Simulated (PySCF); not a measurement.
## Frontier orbitals and the lowest excitations

Compound: GeH2MePh, C7H10Ge.
Structure used (PBE0-D3(BJ)/def2-SVP), in Å, numbered top down from 1:
```xyz
18
C7H10Ge angstrom
Ge     1.178    1.412    0.815
H      1.205    1.412    2.358
H      2.625    1.421    0.277
C      0.223    2.988    0.166
H      0.699    3.912    0.525
H     -0.818    2.968    0.520
H      0.215    2.999   -0.933
C      0.290   -0.213    0.204
C      0.591   -0.765   -1.048
C     -0.073   -1.902   -1.507
C     -1.049   -2.507   -0.716
C     -1.357   -1.972    0.534
C     -0.691   -0.834    0.989
H      1.359   -0.306   -1.678
H      0.175   -2.321   -2.486
H     -1.569   -3.400   -1.073
H     -2.118   -2.445    1.159
H     -0.940   -0.430    1.975
```

Method used: TDDFT B3LYP/def2-SVPD, vertical, gas phase, core orbitals frozen in the response in PySCF. The B3LYP/def2-SVPD calculation is non-relativistic and has no spin–orbit coupling, an omission that weighs most on germanium.

Kohn–Sham orbitals with the atoms that hold most of them (Löwdin shares over 4%, at most four atoms; ? is withheld):

```tsv
orbital	ε (eV)	atoms
LUMO+2	0.32	Ge1 30%, C4 10%, H14 6%, H18 5%
LUMO+1	-0.56	C10 19%, C13 19%, C12 18%, C9 18%
LUMO	?	C8 20%, C11 20%, C9 11%, C13 10%
HOMO	-7.05	?
HOMO-1	-7.15	?
HOMO-2	-8.25	C8 27%, Ge1 20%, C4 9%, C13 8%
HOMO-3	-8.74	C4 30%, Ge1 26%, H2 9%, H3 8%
```

Question: Give the leading atoms of the HOMO-1.

Answer: C13 (bonded to 2 C and H) 20%; C10 (bonded to 2 C and H) 20%; C9 (bonded to 2 C and H) 20%; C12 (bonded to 2 C and H) 20%.

Question: Which atoms hold the HOMO, and with what shares?

Answer: C8 (bonded to 2 C and Ge) 23%; C11 (bonded to 2 C and H) 22%; C9 (bonded to 2 C and H) 10%; C13 (bonded to 2 C and H) 10%.

Question: What is the LUMO energy, and the HOMO–LUMO gap?

Answer: ε(LUMO) = -0.73 eV; the gap is 6.32 eV (0.2324 hartree).

Question: The HOMO–LUMO gap is 6.32 eV. Where does the response calculation put the lowest singlet, and from which orbitals?

Answer: S1 is at 5.28 eV (f = 0.0003), 1.04 eV below the gap, made of HOMO-1→LUMO (51%), HOMO→LUMO+1 (48%). Its leading pair isn't HOMO and LUMO; the energies of that pair differ by 6.42 eV. 

Question: One configuration dominates each of S2, S3 and S4. Which, and how do the shares of the two leading atoms of either orbital change from the occupied to the empty one?

Answer: 
- S2 (5.87 eV, f 0.085), HOMO→LUMO (71%): C8 23% → 20%, C11 22% → 20%
- S3 (6.40 eV, f 0.0094), HOMO-2→LUMO (97%): C8 27% → 20%, Ge1 20% → at most 11%, C11 at most 8% → 20%
- S4 (6.51 eV, f 0.0001), HOMO-2→LUMO+1 (98%): C8 27% → at most 18%, Ge1 20% → at most 18%, C10 at most 8% → 19%, C13 8% → 19%

Orbitals of the list HOMO-3 to LUMO+2 that lie within 0.01 eV of each other are written together with a slash and their weights summed (≥ marks a lower bound); for degenerate orbitals outside that list single weights are arbitrary.

Löwdin shares depend on the basis, the more so with diffuse functions.

Time: 2.7 min (with the writing of density and orbital grids); peak memory 1.2 GiB. Hardware: an AMD EPYC with one thread (shared host).

One conformer stands for the species.
